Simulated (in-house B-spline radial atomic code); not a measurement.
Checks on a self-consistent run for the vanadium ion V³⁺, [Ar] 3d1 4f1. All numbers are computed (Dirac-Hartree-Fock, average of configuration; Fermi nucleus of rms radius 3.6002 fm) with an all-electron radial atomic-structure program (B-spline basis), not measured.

```
orbital        q      ε (Eh)     <1/r>        <r²>  small-component weight
  1s1/2        2  -204.77018   22.8457  0.00592844               0.0068053
  2s1/2        2   -26.03494   4.84781    0.110443               0.0012191
  2p1/2        2   -22.10997   4.75682   0.0903671               0.0011848
  2p3/2        4   -21.84395   4.69258   0.0920217                0.001172
  3s1/2        2    -4.93687   1.51585    0.973825              0.00025958
  3p1/2        2    -3.72076   1.40161     1.09037              0.00022909
  3p3/2        4    -3.68547   1.38898     1.10497              0.00022674
  3d3/2      0.4    -2.14347   1.16279     1.40233               0.0001658
  3d5/2      0.6    -2.14041   1.16028     1.40727              0.00016531
  4f5/2  0.42857    -0.50511  0.257932     21.6003              1.4201e-05
  4f7/2  0.57143    -0.50512  0.257946     21.5986              1.4203e-05
```

Electron-electron repulsion V_ee = 317.4355 hartree.

Question: What total energy follows from the eigenvalues?

Answer: The eigenvalues count the repulsion twice, so E = Σqε - V_ee = -627.910 - 317.436 = -945.345 hartree; the run printed -945.345.

Question: Does the Dirac virial theorem hold?

Answer: For a point nucleus E = -2c²Σq·w, with w the small-component weight. Here Σq·w = 0.02517 and c = 137.0360, so the ratio E/(-2c²Σq·w) is 1.000005; the finite nucleus accounts for the departure from 1.

Question: What diamagnetic shielding (Lamb formula) and susceptibility (Langevin formula) do the radii give?

Answer: σ = (α²/3)Σq<1/r> = 96.4811/(3·137.036²) = 1712.6 ppm, and χ = -0.79199×10⁻⁶·Σq<r²> = -25.61×10⁻⁶ cm³/mol with Σq<r²> = 32.334 bohr². Both are non-relativistic formulas without the paramagnetism of open shells.
